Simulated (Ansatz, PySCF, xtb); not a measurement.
Complex: HCl (SMILES Cl) (first 2 atoms) with C2H3N (SMILES CC#N); geometry from B3LYP-D3(BJ)/def2-TZVP, rigid monomers moved along the line of their centres of mass till H2···N5 is 2.74 Å.
(charge 0, multiplicity 1):
| atom | x (Å) | y (Å) | z (Å) |
|---|---|---|---|
| Cl | 0.2453 | 1.0091 | -1.1470 |
| H | 0.2503 | 0.5969 | 0.0858 |
| C | 0.2697 | -1.0971 | 5.1522 |
| C | 0.2646 | -0.6366 | 3.7746 |
| N | 0.2610 | -0.2726 | 2.6867 |
| H | -0.4243 | -1.9296 | 5.2693 |
| H | 1.2703 | -1.4283 | 5.4305 |
| H | -0.0330 | -0.2876 | 5.8166 |

Interaction energies are E(AB) − E(A) − E(B) at the monomers' geometry in the complex; basis-set methods are counterpoise corrected.

Rows in 6-31G* carry no dispersion term and start afresh at each structure (6-31G* with six Cartesian d functions). MP2/6-31G* freezes PySCF's default core.

Codes used: Ansatz (Gaussian orbitals); PySCF for 6-31G* rows, the dispersion terms; xtb for the GFN methods. Each number belongs to the level named beside it.

```
level                   interaction energy (kcal/mol)
----------------------  -----------------------------
GFN-FF                                          -3.00
GFN2-xTB                                        -3.27
HF/6-31G*                                       -3.54
PBE-D3(BJ)/def2-TZVPPD                          -3.92
B3LYP/def2-TZVPPD                               -3.25
PBE0/def2-TZVPPD                                -3.54
PBE0-D4/def2-TZVPPD                             -3.86
wB97M-V/def2-TZVPPD                               [?]
MP2/6-31G*                                      -3.94
```

**Question.** Fill in the missing entries.

**Answer.** 
- wB97M-V/def2-TZVPPD, interaction energy (kcal/mol): -3.63

Ansatz is an electronic-structure program.
